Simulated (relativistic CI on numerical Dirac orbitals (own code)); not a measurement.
# Calculated levels, Cu X

Method of calculation: Dirac-Coulomb-Breit CI, orbitals from a KLI potential per configuration, model QED, valence Slater integrals scaled by 0.9, P86 correlation estimate, and configurations built on the next ion tied to the tabulated ionisation energy (semi-empirical) (own radial code, finite nucleus).

CI space (outside the closed core [Ne]): 3s²3p⁶3d², 3s²3p⁶3d4s, 3s²3p⁶3d4p, 3s²3p⁶3d4d, 3s²3p⁶3d5s, 3s²3p⁶3d4f, 3s²3p⁵3d³, 3s²3p⁴3d⁴, 3s3p⁶3d³, 3p⁶3d⁴, 3s²3p⁶4s², 3s²3p⁶4s4p, 3s3p⁵3d⁴, 3s²3p⁶4p², 3s²3p⁶4s4d, 3s²3p⁵3d²4s, 3s²3p⁶3d5p, 3s²3p⁶4p4d, 3s²3p⁶3d5d, 3s²3p⁴3d³4s, 3s²3p⁵3d²4p, 3s²3p⁶3d5f, 3s²3p⁶3d5g, 3s²3p⁵3d4s². Levels of other configurations are missing.

| No. | Configuration | Term | J | E (eV) | % | Lifetime (s) | jj configuration (%) |
| --- | --- | --- | --- | --- | --- | --- | --- |
| 41 | 3p⁵3d³(2P)‡ | ³D° | 3 | 72.5263 | 55 | 3.34e-10 | 3p3/2^3 3d3/2^2 3d5/2 (42) |
| 42 | 3p⁵3d³(2H)‡ | ³I° | 7 | 72.5345 | 100 | 3.40e-01 | 3p3/2^3 3d3/2 3d5/2^2 (100) |
| 43 | 3p⁵3d³(2D)‡ | ³F° | 4 | 72.5719 | 90 | 5.24e-09 | 3p3/2^3 3d3/2 3d5/2^2 (46) |
| 44 | 3p⁵3d³(4P)‡ | ³P° | 0 | 72.7051 | 45 | 1.36e-09 | 3p3/2^3 3d3/2^3 (49) |
| 45 | 3p⁵3d³(4P)‡ | ⁵D° | 2 | 72.8952 | 53 | 9.48e-10 | 3p3/2^3 3d3/2^2 3d5/2 (56) |
| 46 | 3p⁵3d³(4P)‡ | ⁵P° | 3 | 72.9297 | 45 | 1.14e-09 | 3p3/2^3 3d3/2 3d5/2^2 (62) |
| 47 | 3p⁵3d³(4P)‡ | ⁵D° | 1 | 73.0017 | 47 | 2.34e-09 | 3p3/2^3 3d3/2^2 3d5/2 (73) |
| 48 | 3p⁵3d³(2H)‡ | ³I° | 6 | 73.0871 | 82 | 7.65e-02 | 3p3/2^3 3d3/2 3d5/2^2 (49) |
| 49 | 3p⁵3d³(2D)‡ | ³F° | 3 | 73.1058 | 51 | 7.02e-10 | 3p3/2^3 3d3/2 3d5/2^2 (53) |
| 50 | 3p⁵3d³(2P)‡ | ³D° | 2 | 73.3338 | 48 | 3.73e-10 | 3p3/2^3 3d3/2 3d5/2^2 (39) |
| 51 | 3p⁵3d³(4F)‡ | ⁵D° | 4 | 73.4255 | 78 | 1.68e-09 | 3p3/2^3 3d3/2 3d5/2^2 (35) |
| 52 | 3p⁵3d³(2G)‡ | ³H° | 4 | 73.6367 | 57 | 1.42e-09 | 3p1/2 3p3/2^4 3d3/2^2 3d5/2 (31) |
| 53 | 3p⁵3d³(4P)‡ | ³D° | 1 | 73.7421 | 69 | 3.17e-10 | 3p3/2^3 3d3/2 3d5/2^2 (58) |
| 54 | 3p⁵3d³(2D)‡ | ³F° | 2 | 73.7581 | 60 | 1.21e-09 | 3p3/2^3 3d3/2 3d5/2^2 (53) |
| 55 | 3p⁵3d³(4P)‡ | ⁵D° | 0 | 73.9577 | 62 | 4.60e-08 | 3p1/2 3p3/2^4 3d3/2^2 3d5/2 (51) |
| 56 | 3p⁵3d³(4P)‡ | ⁵D° | 3 | 73.9584 | 41 | 5.19e-10 | 3p3/2^3 3d3/2 3d5/2^2 (36) |
| 57 | 3p⁵3d³(2H)‡ | ³I° | 5 | 74.0671 | 79 | 1.10e-08 | 3p3/2^3 3d3/2^2 3d5/2 (33) |
| 58 | 3p⁵3d³(4F)‡ | ³G° | 3 | 74.0815 | 62 | 6.85e-10 | 3p3/2^3 3d3/2^2 3d5/2 (36) |
| 59 | 3p⁵3d³(4P)‡ | ⁵P° | 1 | 74.3511 | 41 | 4.92e-10 | 3p3/2^3 3d3/2 3d5/2^2 (27) |
| 60 | 3p⁵3d³(4P)‡ | ⁵D° | 2 | 74.4889 | 31 | 6.57e-10 | 3p3/2^3 3d5/2^3 (31) |
| 61 | 3p⁵3d³(4P)‡ | ³P° | 1 | 74.9578 | 43 | 3.66e-10 | 3p1/2 3p3/2^4 3d3/2 3d5/2^2 (29) |
| 62 | 3p⁵3d³(4F)‡ | ³G° | 5 | 74.9749 | 80 | 6.15e-10 | 3p3/2^3 3d3/2 3d5/2^2 (39) |
| 63 | 3p⁵3d³(2D)‡ | ³P° | 2 | 74.9789 | 39 | 6.07e-10 | 3p1/2 3p3/2^4 3d3/2 3d5/2^2 (33) |
| 64 | 3p⁵3d³(4F)‡ | ³G° | 4 | 75.0046 | 72 | 3.28e-09 | 3p1/2 3p3/2^4 3d3/2 3d5/2^2 (43) |
| 65 | 3p⁵3d³(2H)‡ | ³H° | 6 | 75.0674 | 56 | 5.16e-03 | 3p3/2^3 3d3/2 3d5/2^2 (92) |
| 66 | 3p⁵3d³(4P)‡ | ³P° | 0 | 75.3031 | 57 | 4.66e-10 | 3p1/2 3p3/2^4 3d3/2 3d5/2^2 (65) |
| 67 | 3p⁵3d³(2D)‡ | ¹F° | 3 | 75.5476 | 49 | 3.17e-10 | 3p1/2 3p3/2^4 3d3/2 3d5/2^2 (39) |
| 68 | 3p⁵3d³(4P)‡ | ³P° | 2 | 75.7270 | 34 | 7.52e-10 | 3p1/2 3p3/2^4 3d5/2^3 (28) |
| 69 | 3p⁵3d³(2P)‡ | ³S° | 1 | 75.7534 | 34 | 1.42e-09 | 3p1/2 3p3/2^4 3d3/2 3d5/2^2 (44) |
| 70 | 3p⁵3d³(2P)‡ | ³D° | 1 | 76.1555 | 92 | 3.15e-10 | 3p1/2 3p3/2^4 3d3/2^2 3d5/2 (33) |
| 71 | 3p⁵3d³(2P)‡ | ³D° | 2 | 76.3249 | 62 | 6.33e-10 | 3p1/2 3p3/2^4 3d3/2 3d5/2^2 (34) |
| 72 | 3p⁵3d³(2H)‡ | ³H° | 4 | 76.3395 | 88 | 2.97e-09 | 3p3/2^3 3d3/2 3d5/2^2 (27) |
| 73 | 3p⁵3d³(2H)‡ | ³H° | 5 | 76.4964 | 71 | 3.90e-09 | 3p1/2 3p3/2^4 3d3/2 3d5/2^2 (42) |
| 74 | 3p⁵3d³(4P)‡ | ³D° | 3 | 76.5883 | 67 | 8.56e-10 | 3p1/2 3p3/2^4 3d3/2 3d5/2^2 (42) |
| 75 | 3p⁵3d³(2D)‡ | ³F° | 4 | 76.6844 | 85 | 6.81e-10 | 3p3/2^3 3d3/2 3d5/2^2 (40) |
| 76 | 3p⁵3d³(2D)‡ | ¹P° | 1 | 76.7368 | 54 | 1.35e-09 | 3p1/2 3p3/2^4 3d5/2^3 (47) |
| 77 | 3p⁵3d³(2F)‡ | ³G° | 5 | 76.7980 | 52 | 1.20e-10 | 3p3/2^3 3d3/2 3d5/2^2 (28) |
| 78 | 3p⁵3d³(2F)‡ | ¹D° | 2 | 77.5009 | 53 | 1.47e-09 | 3p3/2^3 3d3/2 3d5/2^2 (34) |
| 79 | 3p⁵3d³(2H)‡ | ¹I° | 6 | 77.5847 | 47 | 2.52e-03 | 3p1/2 3p3/2^4 3d3/2 3d5/2^2 (91) |
| 80 | 3p⁵3d³(2D)‡ | ³F° | 3 | 77.7062 | 70 | 1.85e-10 | 3p3/2^3 3d3/2 3d5/2^2 (31) |
| 81 | 3p⁵3d³(2F)‡ | ³G° | 4 | 78.1367 | 75 | 7.43e-11 | 3p3/2^3 3d3/2 3d5/2^2 (33) |
| 82 | 3p⁵3d³(2G)‡ | ³G° | 5 | 78.2005 | 54 | 1.08e-10 | 3p3/2^3 3d3/2 3d5/2^2 (34) |
| 83 | 3p⁵3d³(2D)‡ | ³P° | 0 | 78.6079 | 96 | 2.13e-08 | 3p3/2^3 3d3/2 3d5/2^2 (49) |
| 84 | 3p⁵3d³(2D)‡ | ³F° | 2 | 78.8169 | 56 | 7.79e-10 | 3p1/2 3p3/2^4 3d5/2^3 (37) |
| 85 | 3p⁵3d³(2D)‡ | ³P° | 1 | 78.9325 | 93 | 3.60e-09 | 3p3/2^3 3d3/2 3d5/2^2 (34) |

Energies count from the lowest computed level; ° marks odd parity; lifetimes are radiative, by E1, M1, E2, M2, E3 decay to levels of this space only. Percentages are summed over parent terms; the parents shown are those of the largest component, closed shells are left out there. Filled j subshells are mostly left out of the jj labels. ‡ marks configurations that were not tied to measured data.

The mean weight of the leading LS term, summed over parents, in these 45 levels is 62 %, and that of the leading jj configuration (from the same eigenvectors) 45 %, so LS coupling describes them better.

Configurations that consist of the next ion and one excited electron were tied to the tabulated ionisation energy; Rydberg ones are usually within 1,000 to 3,000 cm⁻¹ and the lowest ones within about 6,000 (9,000 in d shells), while levels on excited terms of the next ion carry the error of that term, and the other configurations can be misplaced by 10,000 cm⁻¹ or more. Rates follow the energies as ν³ (E1, M1) or ν⁵ (E2), so rates, branching and lifetimes can be off by large factors.

LS names give the leading component of a level, which can be under half, so a name can repeat, a term be missing and a line seem to break the LS rules.
